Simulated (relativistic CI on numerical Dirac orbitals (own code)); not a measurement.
Cu2+ (3d9) in a crystal field

Calculated by Dirac-Coulomb-Breit CI, orbitals from a KLI potential per configuration, model QED (radiative potential, 1s self-energy scaled to tabulated hydrogen-like ionisation energies), valence Slater integrals scaled by 0.65, one configuration in a parametric crystal field (own radial code).

Field parameters in Wybourne normalisation: D3d B²₀ = −7Dσ, B⁴₀ = −14Dq − 21Dτ, B⁴₃ = −14√(10/7) Dq; D4h B²₀ = −7Ds, B⁴₀ = 21(Dq − Dt), B⁴₄ = 21√(5/14) Dq. The field is a parameter set, without covalency.

S and J are read from ⟨S²⟩ = S(S + 1) and ⟨J²⟩ = J(J + 1) of each level; they are not fictitious spins.

D4h, 10Dq = 16250, Ds = 470, Dt = -600 cm⁻¹, the lowest 5 levels:

| E (cm⁻¹) | Degeneracy | Irrep | S | J |
| --- | --- | --- | --- | --- |
| 0.0 | 2 | Γ6 | 0.50 | 2.19 |
| 1110 | 2 | Γ7 | 0.50 | 2.19 |
| 17367 | 2 | Γ7 | 0.50 | 2.19 |
| 21525 | 2 | Γ7 | 0.50 | 2.23 |
| 22257 | 2 | Γ6 | 0.50 | 1.91 |

Principal g values of the ground doublet: 2.00, 2.21, 2.21.

D4h, 10Dq = 6400, Ds = -540, Dt = 990 cm⁻¹, the lowest 5 levels:

| E (cm⁻¹) | Degeneracy | Irrep | S | J |
| --- | --- | --- | --- | --- |
| 0.0 | 2 | Γ7 | 0.50 | 2.50 |
| 807 | 2 | Γ6 | 0.50 | 2.25 |
| 1098 | 2 | Γ7 | 0.50 | 2.10 |
| 4016 | 2 | Γ6 | 0.50 | 1.83 |
| 7455 | 2 | Γ7 | 0.50 | 2.00 |

Principal g values of the ground doublet: 1.76, 1.76, 2.43.

D3d, 10Dq = 25450, Dσ = -600, Dτ = -100 cm⁻¹, the lowest 5 levels:

```csv
E (cm⁻¹),Degeneracy,Irrep,S,J
0.0,2,Γ5+Γ6,0.50,2.19
48.7,2,Γ4,0.50,2.17
23378,2,Γ4,0.50,2.26
25706,2,Γ4,0.50,2.19
26427,2,Γ5+Γ6,0.50,1.90
```

Principal g values of the ground doublet: 0.00, 0.00, 2.25.

The free-ion ground term has S = 1/2. Every field shown keeps that spin.

Levels of this model without a field, named by their leading LS term (the scale mimics covalency, so terms lie below those of the real free ion): 2D_5/2 0, 2D_3/2 1965 cm⁻¹.
